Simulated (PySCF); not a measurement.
Computed data sheet: `C#CS(F)(F)(F)(F)F`

Compound: C2HF5S.
Numbering: `[CH:1]#[C:2][S:3]([F:4])([F:5])([F:6])([F:7])[F:8]` (hydrogens: H9 on C1)

Structural features include: alkyne.

GFN2-xTB geometry:

```yaml
Point_group_of_the_GFN2-xTB_geometry: C4v
Rotational_constants_A_B_C_of_the_GFN2-xTB_geometry: 2.479, 1.651, 1.650 GHz
```

From PBE0/pcSseg-1 ground state and GIAO shieldings, non-relativistic (PySCF):

```yaml
Dipole_moment: 3.03 D
HOMO_energy: -9.74 eV
LUMO_energy: -2.41 eV
HOMO–LUMO_gap: 7.33 eV
Lowest_Hirshfeld_atomic_charge: -0.13 e on F4/F5/F7
Highest_Hirshfeld_atomic_charge: +0.62 e on S3
13C_chemical_shifts_computed_TMS_as_zero_by_class: 95.6 (C2), 70.8 (C1) ppm
1H_chemical_shifts_computed_TMS_as_zero_by_class: 2.58 (H9) ppm
Isotropic_shieldings_of_nuclei_other_than_C_and_H_by_class: 26 (F4/F5/F6/F7), 29 (F8), 307 (S3) ppm
Mayer_bond_orders_between_heavy_atoms: C1–C2 2.59, C2–S3 0.88, S3–F4 0.86, S3–F5 0.86, S3–F6 0.86, S3–F7 0.86, S3–F8 0.93
```

Monoisotopic mass from the formula: 151.9719 u.

The rotational constants are those of a prolate symmetric top; the small spread among constants that symmetry makes equal is optimisation noise. The dipole equals about 10.1 × 10⁻³⁰ C·m (1 D = 3.33564 × 10⁻³⁰ C·m). A dipole of 3.03 D is allowed in C4v, and pure rotational transitions are dipole-allowed. With B = h/(8π²I), that is 505.379 GHz u Å² over I, the principal moments of inertia are 203.8, 306.2 and 306.2 u Å² (most abundant isotopes).

Geometry: GFN2-xTB; no solvent, vibrations or thermal averaging.
